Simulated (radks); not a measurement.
Results of a calculation; reference values are marked as such.
Task: Valence configurations of C I (all share [He]). Code: a radial shooting solver on a logarithmic mesh with Libxc functionals. Model: non-relativistic Kohn-Sham, PBE, spin-unpolarised, spherical densities, point nucleus. Order these by energy: 2s1 2p3; 2s2 2p2; 2s1.5 2p2.5; 2p4.

Result: From the lowest, in eV above it: 2s2 2p2 0.000; 2s1.5 2p2.5 4.229; 2s1 2p3 8.463; 2p4 16.945. NIST lists [He] 2s2 2p2 as the ground configuration; this level of theory agrees among the configurations tried. The energies are those of spherical spin-averaged densities, not of single terms.
